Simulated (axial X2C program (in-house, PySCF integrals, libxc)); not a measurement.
# Potential curves of MnC⁺, two-component

All values were computed with an in-house all-electron X2C program for linear molecules (integrals from PySCF). Two-component (2c) means X2C with spin–orbit coupling and atomic mean-field two-electron Coulomb and Gaunt terms. Basis: Mn dyall-cv3z [9s10p6d3f2g], C dyall-v3z [7s6p2d1f] (cores contracted in-house); Gaussian nuclei, density fitting, unrestricted open shells. Masses: Mn 54.938 u, C 12.000 u.

State: Ω = 1 (⟨Sz⟩ = 1.00, ⟨Lz⟩ = 0.00 at PBE0). Energies in kJ/mol from the fragments at the same level (Mn+ + C). Fits are polynomials in 1 − R0/R over 0.85 to 1.23 times the lowest point R0.

```tsv
R (Å)	PBE0	B97-3
1.4607	-209.68	-233.25
1.5279	-231.03	-250.12
1.5783	-240.80	-257.61
1.6286	-246.44	-262.06
1.6790	-248.40	-263.80
1.7378	-246.42	-262.42
1.7965	-240.34	-257.40
1.8721	-227.34	-246.06
1.9644	-205.20	-226.16
2.0987	-164.73	-189.07
```

The state is one determinant whose occupation by symmetry is held fixed; it was picked as the lowest of a PBE0 search that is not exhaustive. Dissociation energies refer to the lowest single-determinant-based atoms at the same level and basis. Density functionals use the spin component along the axis (collinear). In 2c an atomic determinant is not the ground J level, so De misses part of the atomic spin–orbit lowering. This holds for PBE0, B97-3. Without a current term, density functionals place determinants with orbital angular momentum somewhat too high. With several unpaired electrons one determinant need not be a pure state. Open-shell Ω = 0 determinants with evenly filled partner blocks cannot be reached by this program, so the Ω shown need not be the lowest component. The determinant is spin-polarised beyond a pure state at some levels (its spin-free form has ⟨S²⟩ too high), which makes Re and μ there less reliable.

What are Re, ωe and De at the PBE0 level?

At PBE0, 2c: Re = 1.682 Å, ωe ≈ 616 cm⁻¹, De = 2.57 eV to Mn+ + C; Be follows as 0.605 cm⁻¹.

What are Re, ωe and De at the B97-3 level?

At B97-3, 2c: Re = 1.686 Å, ωe ≈ 553 cm⁻¹, De = 2.73 eV to Mn+ + C; Be follows as 0.602 cm⁻¹.
